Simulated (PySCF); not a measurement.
CaCl$_{2}$, charge +1, doublet, geometry from GFN2-xTB (such geometries of metal compounds can be far from the true shape) (a state made from the parent by changing its charge; the spin is typed, not shown lowest); CASSCF(7,8)/cc-pVDZ (PySCF).

Input for PySCF:
```python
from pyscf import gto, scf, mcscf
import numpy

mol = gto.M(
    atom='''
Ca    0.721741   -0.855019    0.543995
Cl    0.570222    0.732064   -1.279703
Cl   -1.419329    0.273841    0.639709
''',
    basis='cc-pvdz',
    charge=1,
    spin=1,
    verbose=4,
)

mf = scf.ROHF(mol)
mf.kernel()
mc = mcscf.CASSCF(mf, 8, 7)
mc.fix_spin_(ss=0.75)
mc.kernel()
occ = numpy.linalg.eigvalsh(mc.fcisolver.make_rdm1(mc.ci, mc.ncas, mc.nelecas))[::-1]
ss = mc.fcisolver.spin_square(mc.ci, mc.ncas, mc.nelecas)[0]
print('natural occupations', occ.round(4), ' <S^2>', round(ss, 4))
```

### Question
Predict the main parts of the log of this PySCF run.

### Answer

```
PySCF version 2.14.0

[INPUT] verbose = 4
[INPUT] num. atoms = 3
[INPUT] num. electrons = 53
[INPUT] charge = 1
[INPUT] spin (= nelec alpha-beta = 2S) = 1
[INPUT] symmetry False subgroup None
[INPUT] Mole.unit = angstrom
[INPUT] Symbol           X                Y                Z      unit          X                Y                Z       unit  Magmom
[...]
nuclear repulsion = 203.127031308609
number of shells = 16
number of NR pGTOs = 154
number of NR cGTOs = 63
basis = cc-pvdz
ecp = {}

******** <class 'pyscf.scf.rohf.ROHF'> ********
method = ROHF
initial guess = minao
damping factor = 0
level_shift factor = 0
DIIS = <class 'pyscf.scf.diis.CDIIS'>
diis_start_cycle = 1
diis_space = 8
diis_damp = 0
SCF conv_tol = 1e-09
SCF conv_tol_grad = None
SCF max_cycles = 50
direct_scf = True
direct_scf_tol = 1e-13
num. doubly occ = 26  num. singly occ = 1
Set gradient conv threshold to 3.16228e-05
init E= -1595.88106931279
[...]
cycle= 1 E= -1595.57312502224  delta_E= 0.308  |g|= 0.229  |ddm|= 1.14
[...]
cycle= 2 E= -1595.60170520084  delta_E= -0.0286  |g|= 0.0649  |ddm|= 0.27
[...]
cycle= 3 E= -1595.60367210623  delta_E= -0.00197  |g|= 0.0168  |ddm|= 0.0641
[...]
cycle= 4 E= -1595.60396552042  delta_E= -0.000293  |g|= 0.00407  |ddm|= 0.0274
[...]
cycle= 5 E= -1595.60399769602  delta_E= -3.22e-05  |g|= 0.00148  |ddm|= 0.0106
[...]
cycle= 6 E= -1595.60400624421  delta_E= -8.55e-06  |g|= 0.000651  |ddm|= 0.00572
[...]
cycle= 7 E= -1595.60400875438  delta_E= -2.51e-06  |g|= 0.000237  |ddm|= 0.0038
[...]
cycle= 8 E= -1595.6040090527  delta_E= -2.98e-07  |g|= 5.27e-05  |ddm|= 0.00159
[...]
cycle= 9 E= -1595.60400905991  delta_E= -7.21e-09  |g|= 7.52e-06  |ddm|= 0.000273
[...]
cycle= 10 E= -1595.60400905995  delta_E= -4.18e-11  |g|= 1.68e-06  |ddm|= 1.3e-05
[...]
Extra cycle  E= -1595.60400905996  delta_E= -7.28e-12  |g|= 6.75e-07  |ddm|= 2.89e-06
converged SCF energy = -1595.60400905996

******** <class 'pyscf.mcscf.mc1step.CASSCF'> ********
CAS (4e+3e, 8o), ncore = 23, nvir = 32
max_cycle_macro = 50
max_cycle_micro = 4
conv_tol = 1e-07
conv_tol_grad = None
orbital rotation max_stepsize = 0.02
orbital rotation threshold for CI restart = 0.01
augmented hessian ah_max_cycle = 30
augmented hessian ah_conv_tol = 1e-12
augmented hessian ah_linear dependence = 1e-14
augmented hessian ah_level shift = 1e-08
augmented hessian ah_start_tol = 2.5
augmented hessian ah_start_cycle = 3
augmented hessian ah_grad_trust_region = 3
kf_trust_region = 3
kf_interval = 4
ci_response_space = 4
ci_grad_trust_region = 3
with_dep4 0
natorb = False
canonicalization = True
sorting_mo_energy = False
ao2mo_level = 2
internal_rotation = False
******** <class 'pyscf.fci.addons.SpinPenaltyFCISolver'> ********
max. cycles = 50
conv_tol = 1e-08
davidson only = True
linear dependence = 1e-12
level shift = 0.001
max iter space = 12
nroots = 1
pspace_size = 400
spin = None
CASCI E = -1595.60494898677  S^2 = 0.7500000
Set conv_tol_grad to 0.000316228
macro iter   1 ( 21 JK    4 micro), CASSCF E = -1595.61224066733  dE = -7.29168056e-03  S^2 = 0.7500000
               |grad[o]|=0.00665  |grad[c]|=0.0232  |ddm|=0.032  |maxRot[o]|=  0.3
macro iter   2 ( 21 JK    4 micro), CASSCF E = -1595.62256031012  dE = -1.03196428e-02  S^2 = 0.7500000
               |grad[o]|=0.0162  |grad[c]|=0.0192  |ddm|=0.00975  |maxRot[o]|=0.312
macro iter   3 ( 21 JK    4 micro), CASSCF E = -1595.63317958423  dE = -1.06192741e-02  S^2 = 0.7500000
               |grad[o]|=0.0146  |grad[c]|=0.0158  |ddm|=0.00899  |maxRot[o]|=0.305
macro iter   4 ( 21 JK    4 micro), CASSCF E = -1595.63886522992  dE = -5.68564569e-03  S^2 = 0.7500000
               |grad[o]|=0.00969  |grad[c]|=0.0102  |ddm|=0.00883  |maxRot[o]|=0.233
macro iter   5 ( 21 JK    4 micro), CASSCF E = -1595.63959365491  dE = -7.28424982e-04  S^2 = 0.7500000
               |grad[o]|=0.00722  |grad[c]|=0.0227  |ddm|=0.0082  |maxRot[o]|=0.0378
macro iter   6 ( 21 JK    4 micro), CASSCF E = -1595.64013934839  dE = -5.45693482e-04  S^2 = 0.7500000
[...]
               |grad[o]|=0.00824  |grad[c]|=0.00888  |ddm|=0.00313  |maxRot[o]|=0.048
macro iter  33 ( 21 JK    4 micro), CASSCF E = -1595.64698468924  dE = -1.86918721e-03  S^2 = 0.7500000
               |grad[o]|=0.00822  |grad[c]|=0.00729  |ddm|=0.00326  |maxRot[o]|=0.0875
macro iter  34 ( 20 JK    4 micro), CASSCF E = -1595.64749824129  dE = -5.13552043e-04  S^2 = 0.7500000
               |grad[o]|=0.00817  |grad[c]|=0.0105  |ddm|=0.00728  |maxRot[o]|=0.066
macro iter  35 ( 21 JK    4 micro), CASSCF E = -1595.64789988162  dE = -4.01640331e-04  S^2 = 0.7500000
               |grad[o]|=0.00883  |grad[c]|=0.0112  |ddm|=0.00427  |maxRot[o]|=0.0458
macro iter  36 ( 21 JK    4 micro), CASSCF E = -1595.64789296622  dE =  6.91539344e-06  S^2 = 0.7500000
               |grad[o]|=0.00836  |grad[c]|=0.0116  |ddm|=0.00344  |maxRot[o]|=0.0225
macro iter  37 ( 21 JK    4 micro), CASSCF E = -1595.64887052890  dE = -9.77562681e-04  S^2 = 0.7500000
               |grad[o]|=0.00856  |grad[c]|=0.00534  |ddm|=0.00272  |maxRot[o]|=0.0445
macro iter  38 ( 12 JK    3 micro), CASSCF E = -1595.65045809424  dE = -1.58756533e-03  S^2 = 0.7500000
               |grad[o]|=0.00793  |grad[c]|=0.00352  |ddm|=0.00393  |maxRot[o]|=0.079
macro iter  39 ( 21 JK    4 micro), CASSCF E = -1595.65209700499  dE = -1.63891076e-03  S^2 = 0.7500000
               |grad[o]|=0.00665  |grad[c]|=0.0103  |ddm|=0.00628  |maxRot[o]|=0.123
macro iter  40 ( 21 JK    4 micro), CASSCF E = -1595.65775215010  dE = -5.65514511e-03  S^2 = 0.7500000
               |grad[o]|=0.00776  |grad[c]|=0.0242  |ddm|=0.0233  |maxRot[o]|=0.257
macro iter  41 ( 21 JK    4 micro), CASSCF E = -1595.66480387679  dE = -7.05172669e-03  S^2 = 0.7500000
               |grad[o]|=0.0117  |grad[c]|=0.0193  |ddm|=0.019  |maxRot[o]|= 0.28
macro iter  42 ( 21 JK    4 micro), CASSCF E = -1595.66584920238  dE = -1.04532559e-03  S^2 = 0.7500000
               |grad[o]|=0.0107  |grad[c]|=0.0138  |ddm|=0.0186  |maxRot[o]|=0.135
macro iter  43 ( 17 JK    4 micro), CASSCF E = -1595.66652009201  dE = -6.70889623e-04  S^2 = 0.7500000
               |grad[o]|= 0.01  |grad[c]|=0.0102  |ddm|=0.00974  |maxRot[o]|=0.143
macro iter  44 ( 17 JK    4 micro), CASSCF E = -1595.66694256210  dE = -4.22470095e-04  S^2 = 0.7500000
               |grad[o]|=0.00662  |grad[c]|=0.00898  |ddm|=0.00426  |maxRot[o]|=0.109
macro iter  45 ( 17 JK    4 micro), CASSCF E = -1595.66715089300  dE = -2.08330898e-04  S^2 = 0.7500000
               |grad[o]|=0.00568  |grad[c]|=0.00667  |ddm|=0.00169  |maxRot[o]|=0.0808
macro iter  46 ( 14 JK    4 micro), CASSCF E = -1595.66743241950  dE = -2.81526501e-04  S^2 = 0.7500000
               |grad[o]|=0.00514  |grad[c]|=0.00508  |ddm|=0.00242  |maxRot[o]|=0.0468
macro iter  47 ( 12 JK    4 micro), CASSCF E = -1595.66767007480  dE = -2.37655303e-04  S^2 = 0.7500000
               |grad[o]|=0.00387  |grad[c]|=0.00389  |ddm|=0.00305  |maxRot[o]|=0.0383
macro iter  48 ( 11 JK    4 micro), CASSCF E = -1595.66777460686  dE = -1.04532053e-04  S^2 = 0.7500000
               |grad[o]|=0.00242  |grad[c]|=0.00256  |ddm|=0.00326  |maxRot[o]|=0.0283
macro iter  49 ( 10 JK    4 micro), CASSCF E = -1595.66781517478  dE = -4.05679225e-05  S^2 = 0.7500000
               |grad[o]|=0.00138  |grad[c]|=0.00136  |ddm|=0.00255  |maxRot[o]|=0.0177
macro iter  50 ( 11 JK    4 micro), CASSCF E = -1595.66782083845  dE = -5.66367430e-06  S^2 = 0.7500000
               |grad[o]|=0.000641  |grad[c]|=0.000845  |ddm|=0.00188  |maxRot[o]|=0.0112
1-step CASSCF not converged,  50 macro (976 JK 199 micro) steps
CASSCF canonicalization
Density matrix diagonal elements [1.9774476  1.96038916 1.98334626 1.0212637  0.0145608  0.0151174
 0.01172456 0.01615052]
CASSCF energy = -1595.66782083845
CASCI E = -1595.66782083845  E(CI) = -12.4974325629257  S^2 = 0.7500000
natural occupations [1.984  1.9837 1.9757 1.0008 0.0153 0.0148 0.0145 0.0112]  <S^2> 0.75
```

The run did not converge; its last values are not results.
